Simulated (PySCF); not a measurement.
All of these have the formula C5H10F2O. Theory: PySCF, TDDFT CAM-B3LYP/def2-SVPD, vertical, gas phase, core orbitals frozen in the response. Geometries: GFN2-xTB; one conformer of each isolated species. Triplets are in the Tamm–Dancoff approximation.

A. `C(CCC)OC(F)F`
B. `CC[C@H](OC)C(F)F`
C. `COCCC(C)(F)F`

Lowest singlet levels (six at most, fewer where fewer were computed) with oscillator strengths:

1. 161 nm (f 0.008); 151 nm (f 0.027); 148 nm (f 0.023); 146 nm (f 0.005); 139 nm (f 0.002); 135 nm (f 0.016); T1 7.51 eV
2. 170 nm (f 0.022); 151 nm (f 0.013); 149 nm (f 0.039); 145 nm (f 0.027); 141 nm (f 0.011); 137 nm (f 0.012); T1 7.10 eV
3. 145 nm (f 0.026); 137 nm (f 0.032); 135 nm (f 0.021); 134 nm (f 0.010); 133 nm (f 0.019); 133 nm (f 0.032); T1 8.34 eV

Question: Which spectrum belongs to which structure?

Answer: 1 = B, 2 = C, 3 = A.
- A: S1 at 8.54 eV, HOMO→LUMO (85%); Löwdin shares by element: HOMO oxygen 39%, carbon 34% or more (atoms not listed hold the other 27%); LUMO carbon 26% or more, hydrogen 20% or more (atoms not listed hold the other 54%); HOMO -10.26 and LUMO 1.25 eV.
- B: S1 at 7.71 eV, HOMO→LUMO (79%); Löwdin shares by element: HOMO oxygen 53%, carbon 26% or more (atoms not listed hold the other 22%); LUMO carbon 33% or more, oxygen 7%, hydrogen 7% or more (atoms not listed hold the other 53%); HOMO -9.33 and LUMO 1.38 eV.
- C: S1 at 7.29 eV, HOMO→LUMO (89%); Löwdin shares by element: HOMO oxygen 59%, carbon 19% or more, hydrogen 5% or more (atoms not listed hold the other 17%); LUMO carbon 34% or more, hydrogen 15% or more (atoms not listed hold the other 51%); HOMO -9.25 and LUMO 1.20 eV.
